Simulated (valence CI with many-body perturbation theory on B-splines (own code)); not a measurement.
**Basis-set convergence for Pd⁴⁰⁺**

Computed by valence CI with perturbative core correlation (CI+MBPT): four valence electrons over a frozen Dirac-Fock core [He], a basis of 9 s, 9 p, 8 d, 6 f, 3 g, 1 h functions for each j, with the one-electron correlation potential Σ1 (screened to all orders), the two-electron term Σ2, the three-electron term Σ3, Breit, model QED; selected single and double excitations, second order for the rest (own B-spline code, finite nucleus).

The last digits are not significant, and no measured levels were compared; by estimate large intervals hold to a few tenths of a per cent, small ones and those within an open d or f shell to about a per cent. Among the levels kept, up to 350 cm⁻¹ of a level comes from second order outside the variational space, and about a tenth of that is noise between levels of different J, which matters for small intervals.

The reference run has the lowest level (2s^2 2p1/2^2) J=0 and an ionisation energy of 6252.55 eV. Its largest variational space holds 20000 state functions.

Levels are named by their leading jj configuration (3d3/2^4 stands for four electrons in 3d with j = 3/2), which in mixed levels can hold well under half, so a name can repeat and another be missing. Letters in brackets count levels of one name in rising energy.

Changed runs:
A. basis 6 s, 6 p, 5 d, 3 f, 1 g
B. basis 5 s, 5 p, 4 d, 2 f

Excitation energies of the reference run in cm⁻¹, and shifts in cm⁻¹:

```csv
Level,Reference,A,B
(2s^2 2p1/2 2p3/2) J=1,1279850,-46,-196
(2s^2 2p1/2 2p3/2) J=2,1389500,+69,+125
(2s 2p1/2^2 2p3/2) J=2,2456820,-165,-421
(2s^2 2p3/2^2) J=2,2748400,+22,-19
(2s 2p1/2^2 2p3/2) J=1,2876980,+13,+210
(2s^2 2p3/2^2) J=0,3012140,+70,+265
(2s 2p1/2 2p3/2^2) J=2 [a],3675430,-173,-458
(2s 2p1/2 2p3/2^2) J=3,3905090,-4.5,-3.1
(2s 2p1/2 2p3/2^2) J=0,4142180,-40,+86
(2s 2p1/2 2p3/2^2) J=1 [a],4231970,-14,+90
(2s 2p1/2 2p3/2^2) J=2 [b],4312150,+95,+384
(2s 2p1/2 2p3/2^2) J=1 [b],4352220,+50,+323
Ionisation energy (eV),6252.55,-0.018,-0.09
```
